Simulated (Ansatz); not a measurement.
System: GeH2Br, charge 0, doublet. GeH2Br (SMILES [GeH2][Br], doublet).
B3LYP-D3(BJ)/def2-TZVP minimum from Ansatz (a quantum-chemistry and plane-wave program):
```xyz
4

Ge    -1.1685     0.0851    -0.0097
Br     1.1628    -0.0420    -0.0002
H     -1.6426    -0.3379     1.4056
H     -1.6637    -0.9124    -1.0898
```
Charge 0, spin multiplicity 2.

Hartree-Fock and CCSD(T) correlation energies in hartree (Ansatz). Radicals and triplets start from unrestricted determinants; spin-orbit coupling is neglected. Cores are frozen in correlated methods (noble-gas shells, and filled d and f shells in the p block). No relativity. Spin-orbit terms, left out, reach several kcal/mol for Br and I, and more for heavier atoms.

```csv
basis,X,E(HF),"E(corr, CCSD(T))"
cc-pVTZ,3,-4649.04540,-0.30253
cc-pVQZ,4,-4649.05203,-0.32824
cc-pV5Z,5,-4649.05273,withheld
```

Q: Fit E(corr) = E∞ + A/X³ to X = 3 and 4, predict X = 5, and compare with the run.

A: A = (-0.30253 - (-0.32824))/(1/27 - 1/64) = 1.2007; E∞ = -0.32824 - A/64 = -0.34700; at X = 5, E∞ + A/125 = -0.33740. The run gave -0.33706, 0.34 mEh above the prediction. The same form on X = 4 and 5 gives E∞ = -0.34631, 0.69 mEh above the first estimate.
